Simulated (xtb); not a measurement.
xtb input:

```bash
xtb mol.xyz --gfn 2 --ohess tight --chrg 0 --uhf 0
```
mol.xyz:
```
5

Si     0.05463451    -0.04433695     0.05415780
F     -1.09037270    -0.82378113    -0.75207851
F      0.17214257     1.39158546    -0.69137190
H      1.32711513    -0.78830073    -0.11417233
H     -0.43688704     0.24839251     1.44423701
```

### Question
What final total energy does it print?

### Answer
-12.34820 Eh (GFN2-xTB).
